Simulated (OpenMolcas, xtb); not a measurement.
**AlCNClOF (SMILES O=C=[N][Al]([F])[Cl]): the HOMO–LUMO gap, rung by rung**

The species is AlCNClOF (6 atoms), meant as a singlet with charge 0. SMILES: `O=C=[N][Al]([F])[Cl]`. The shape is that of a PBE0-D4/def2-TZVP optimisation. This is one conformer, not always the lowest.

Quantity: the HOMO–LUMO gap, in eV. The values are calculated.

```tsv
level	kind	program	value (eV)	CPU time
GFN0-xTB	semi-empirical	xtb	5.07	under 2 s
HF/cc-pVDZ	Hartree–Fock	OpenMolcas	14.44	14 s
SVWN5/cc-pVDZ	LDA	OpenMolcas	5.65	32 s
PBE/cc-pVDZ	GGA	OpenMolcas	5.67	44 s
r2SCAN/cc-pVDZ	meta-GGA	OpenMolcas	6.43	51 s
PBE0/cc-pVDZ	global hybrid	OpenMolcas	7.97	43 s
B2PLYP/cc-pVDZ	double hybrid	OpenMolcas	10.35	31 s
```

The values span 5.07 to 14.44 eV. Orbital gaps aren't excitation energies, and those of double hybrids come from the SCF part alone; they tend to grow with the share of exact exchange. CPU times are rough (shared hosts, several kinds of processor and program).
